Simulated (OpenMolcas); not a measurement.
Lines of Cu³⁺: computed and rescaled rates

```
Program             : OpenMolcas 26.06
Method              : SS-CASPT2, IPEA 0.25 Eh, imaginary shift 0.1 Eh (closed shells correlated: 3s 3p)
Basis               : ANO-RCC-VTZP [6s5p3d2f1g]
Scalar Hamiltonian  : DKH2, point nucleus
Active space        : 8 electrons in 5 orbitals (3d)
State averaging     : 2S+1 = 3 even, 10 roots; 2S+1 = 1 even, 15 roots
Spin-orbit coupling : state interaction with AMFI integrals over the reference wave functions, term energies averaged over their components
```

Rates come from the transition moments of the reference wave functions (E1 and E2 in the length form). At fixed line strength A goes as λ^-3 for E1 and M1 and as λ^-5 for E2, so a rate at the computed wavelength can be rescaled to the measured one. Measured vacuum wavelengths follow from level energies in Sugar and Musgrove, J. Phys. Chem. Ref. Data 19, 527 (1990). Branching counts decays inside the model space alone, at computed energies, and the table is only a selection of the E2 and M1 lines, drawn from those between levels with measured partners whose computed energy lies within a factor of 1.5 of the measured one.

```
  Upper    Lower  Type  λ computed (nm)  λ measured (nm)  A computed (s-1)  A rescaled (s-1)  Branching %
3d8 3P0  3d8 3P1    M1            30160            30670          1.97e-03          1.87e-03          2.5
3d8 3P1  3d8 3P2    M1            22080            25000          1.88e-03          1.30e-03          0.6
3d8 3F2  3d8 3F3    M1             8350             8222          6.14e-02          6.43e-02        100.0
3d8 3F3  3d8 3F4    M1             5485             5372          1.58e-01          1.68e-01        100.0
3d8 3P2  3d8 1D2    M1             2379             2900          2.88e-01                           50.4
3d8 3P1  3d8 1D2    M1             2148             2598          2.40e-01                           71.4
3d8 1D2  3d8 3F2    M1              779            759.3          4.31e-01                           28.9
3d8 1D2  3d8 3F3    M1            712.5            695.1          1.06e+00                           70.8
3d8 3P2  3d8 3F2    M1            586.9            601.7          1.93e-02                            3.4
3d8 3P1  3d8 3F2    E2            571.7            587.6          2.21e-02          1.93e-02          6.6
3d8 3P1  3d8 3F2    M1            571.7            587.6          8.28e-03                            2.5
3d8 3P0  3d8 3F2    E2              561            576.5          7.70e-02          6.72e-02         97.5
3d8 3P2  3d8 3F3    M1            548.3            560.7          1.55e-01                           27.1
3d8 3P2  3d8 3F3    E2            548.3            560.7          1.55e-02          1.39e-02          2.7
3d8 3P1  3d8 3F3    E2              535            548.4          6.39e-02          5.65e-02         19.0
3d8 3P2  3d8 3F4    E2            498.5            507.7          9.24e-02          8.43e-02         16.2
3d8 1G4  3d8 3F3    M1            393.8            399.2          3.61e-01                           32.7
3d8 1G4  3d8 3F4    M1            367.4            371.6          7.39e-01                           67.0
3d8 1S0  3d8 3P1    M1            240.3            241.8          1.11e+01                           33.7
3d8 1S0  3d8 3P2    E2            237.7            239.5          1.75e+00                            5.3
3d8 1S0  3d8 1D2    E2            216.1            221.2          1.96e+01          1.74e+01         59.7
3d8 1S0  3d8 3F2    E2            169.2            171.3          3.99e-01                            1.2
```

Spin-changing lines and M1 lines between different terms are not rescaled, since their strength hangs on the term gaps too.

The largest correction is for 3d8 3P1 → 3d8 3P2 (M1): 1.88e-03 × (22080 / 25000)^3 = 1.30e-03 s-1, a factor of 0.69.

The computed rate and branching of 3d8 3F3 → 3d8 3F4 give the upper level a radiative lifetime of 1.000 / 1.58e-01 s-1 = 6.33e+00 s, counting decays inside the model space alone. The rescaled rate gives about 5.9e+00 s.

These are rates of the free ion; in crystals, glasses and complexes forced electric-dipole and non-radiative decay shorten such lifetimes by orders of magnitude. No measured rate stands beside these. Rescaling mends the energy factor alone: line strengths can still be far off where a level mixes with configurations outside the active space, and weak or spin-changing lines hang on small mixing coefficients that depend on the term gaps too, so rescaling need not improve them.

CASPT2 does not keep the components of a term degenerate, so their means are used; among the terms shown or strongly mixed into the levels shown the widest spread is 620 cm-1 (3d8 3F). Measured partners are found by configuration, term and J. A level has none where our copy of the source lacks it or the pairing is in doubt (some pairs that miss far off the trend of their configuration count as doubtful). Only configurations of the active space appear.
